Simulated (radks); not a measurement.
Results of a calculation; reference values are marked as such.
Question: Coulomb parameter of the 4f shell of the neodymium ion Nd3+ in the model configuration [Xe] 4f2 6s1, as a second difference U = [E(n + 0.5) + E(n - 0.5) - 2 E(n)] / (0.5)^2 with all orbitals relaxed. "Bare": the charge of the atom changes with n. "Screened": the 6s shell takes up the change at fixed total charge, which measures U(4f,4f) + U(6s,6s) - 2 U(4f,6s). Code: a radial shooting solver on a logarithmic mesh with Libxc functionals. Model: scalar-relativistic Kohn-Sham, PBEsol, spin-unpolarised, spherical densities, finite nucleus; Fermi nuclear charge, rms radius 4.9123 fm. Estimate both.

Answer: U(bare) = 19.257 eV, U(screened by 6s) = 8.121 eV, against the Slater integral F0(4f,4f) = 27.722 eV with frozen orbitals.
